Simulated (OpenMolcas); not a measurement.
## Br II: Slater's ratio, worked from levels

```json
{
  "Program": "OpenMolcas 26.06",
  "Basis": "ANO-R1 [5s4p3d1f]",
  "Scalar Hamiltonian": "X2C, finite nucleus",
  "Active space": "4 electrons in 3 orbitals (4p)",
  "State averaging": "2S+1 = 3 even, 3 roots; 2S+1 = 1 even, 6 roots",
  "Spin-orbit coupling": "RASSI with atomic mean-field integrals over the reference wave functions, term energies averaged over their components"
}
```

Methods: CASSCF; SS-CASPT2, IPEA 0.25 Eh, imaginary shift 0.1 Eh (closed shells correlated: 3d 4s). Measured levels: NIST Handbook of Basic Atomic Spectroscopic Data.

**Slater's ratio.** With one set of orbitals, p4 has ¹D - ³P = 6 F2 and ¹S - ¹D = 9 F2 (F2 = F²/25), a ratio of 3/2. Term energies are centres of gravity, weighted by 2J + 1.

```
   Source  ¹D - ³P  ¹S - ³P  F2 from the first  Ratio
   CASSCF    13039    32102               2173  1.462
SS-CASPT2    12015    28291               2002  1.355
 measured    10617    26395               1770  1.486
```

Energies in cm-1. A ratio away from 3/2 shows effects beyond one configuration with one set of orbitals, and in heavier atoms second-order spin-orbit shifts.

CASPT2 does not keep the components of a term degenerate, so their means are used; among the terms shown or strongly mixed into the levels shown the widest spread is 130 cm-1 (4s² 4p⁴ ¹D, SS-CASPT2). With the s shell closed, the reference lacks s² → p² mixing. Without dynamic correlation excited terms often stand tens of per cent too high (terms of higher spin than the ground term too low), and those without a measured partner can miss by more than the paired ones (holds for CASSCF). Computed and measured levels are paired by configuration, term and J; levels that our copy of the source lacks, or whose pairing is in doubt (as where it misses far off the trend of its configuration), stay unpaired and out of the deviations. Levels of configurations outside the active space are missing.
